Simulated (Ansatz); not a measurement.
Isomers of C2H8BNS

2 of its isomers, all singlets with charge 0: A = `CCB(N)S`; B = `CN(C)BS`.

Shapes, held fixed at every level: PBE0-D4/def2-TZVP. Flexible molecules stand in one conformer, not always the lowest. Programs: Ansatz 0.2.0.

A:

```xyz
13

C    -1.4241   -0.8226    0.0988
C    -0.4615    0.0464   -0.7009
B     0.8709    0.4567    0.0369
N     1.1482    0.0427    1.3414
S     2.1247    1.5028   -0.7916
H    -2.3217   -1.0669   -0.4738
H    -0.9613   -1.7704    0.3897
H    -1.7534   -0.3195    1.0127
H    -0.9691    0.9643   -1.0222
H    -0.1902   -0.4619   -1.6345
H     0.5099   -0.5325    1.8629
H     1.9841    0.2824    1.8450
H     1.4638    1.6436   -1.9495
```

B:

```xyz
13

C    -1.0235    0.1362   -0.7658
N     0.1193   -0.1283    0.0708
C     0.5139   -1.5195    0.0440
B     0.8197    0.7998    0.8390
S     0.5244    2.5788    1.0156
H    -1.3239    1.1800   -0.7065
H    -0.8027   -0.0967   -1.8141
H    -1.8773   -0.4796   -0.4603
H     1.3775   -1.6738    0.6882
H     0.7752   -1.8322   -0.9741
H    -0.3029   -2.1638    0.3907
H     1.7498    0.4184    1.4866
H    -0.5291    2.7458    0.2007
```

Electronic energies in kJ/mol, without zero-point or thermal terms.

Question: From chemical knowledge, estimate the order of stability.

Answer: A < B in rising energy, over a span of 94 kJ/mol, by CCSD(T)/CBS estimate. All levels agree on that. The B − A difference spans +80.9 to +96.2 kJ/mol over the levels. The CBS estimate extrapolates MP2 from def2-TZVPP and def2-QZVPP and adds CCSD(T) − MP2 in the triple-zeta set, cores frozen.

```json
{"level": "HF/def2-SVP", "kind": "Hartree–Fock", "B − A": "+87.8"}
{"level": "SPW92/def2-TZVPP", "kind": "LDA", "B − A": "+85.8"}
{"level": "wB97M-V/def2-TZVPP", "kind": "range-separated hybrid", "B − A": "+96.2"}
{"level": "wB97X-V/def2-TZVPP", "kind": "range-separated hybrid", "B − A": "+92.0"}
{"level": "MP2/def2-TZVPP", "kind": "perturbation theory", "B − A": "+94.8"}
{"level": "CCSD(T)/def2-SVP", "kind": "coupled cluster or CI", "B − A": "+80.9"}
{"level": "CCSD/def2-SVP", "kind": "coupled cluster or CI", "B − A": "+83.1"}
{"level": "CCSD(T)/CBS estimate", "kind": "coupled cluster or CI", "B − A": "+94.5"}
```
